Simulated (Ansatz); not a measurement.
# Ligand exchange: C4H9Cl + C2H10OSi2 → C4H10O + C2H9ClSi2

Species: C4H9Cl (1-chloro-2-methylpropane) `CC(C)CCl`, singlet; C2H10OSi2 `CC[SiH](O)[SiH3]`, singlet; C4H10O (2-methyl-1-propanol) `CC(C)CO`, singlet; C2H9ClSi2 `CC[SiH]([SiH3])Cl`, singlet. The partners trade Cl for OH: C–Cl and Si–OH bonds give way to C–OH and Si–Cl.

Shapes, held fixed at every level: PBE0-D4/def2-TZVP. Flexible molecules stand in one conformer, not always the lowest. Programs: Ansatz 0.2.0. Electronic energies: no zero-point or thermal term.

```csv
level,kind,ΔE (kJ/mol),less CCSD(T)/CBS estimate
PBE-D4/def2-TZVPP,GGA,+5.7,-7.3
B3LYP-D4/def2-TZVPP,global hybrid,+11.2,-1.8
wB97M-V/def2-TZVPP,range-separated hybrid,+9.5,-3.5
wB97X-V/def2-TZVPP,range-separated hybrid,+8.7,-4.3
B2PLYP/def2-TZVPP,double hybrid,+13.6,+0.6
MP2/def2-TZVPP,perturbation theory,+15.1,+2.1
CCSD/def2-TZVPP,coupled cluster or CI,+12.3,-0.7
CCSD(T)/CBS estimate,coupled cluster or CI,+13.0,0.0
```

The highest level, CCSD(T)/CBS estimate, gives ΔE = +13.0 kJ/mol; the levels span +5.7 to +15.1. The column of differences is taken from that level and isn't an error. No measured value is set beside it here. The CBS estimate extrapolates MP2 from def2-TZVPP and def2-QZVPP and adds CCSD(T) − MP2 in the triple-zeta set, cores frozen.
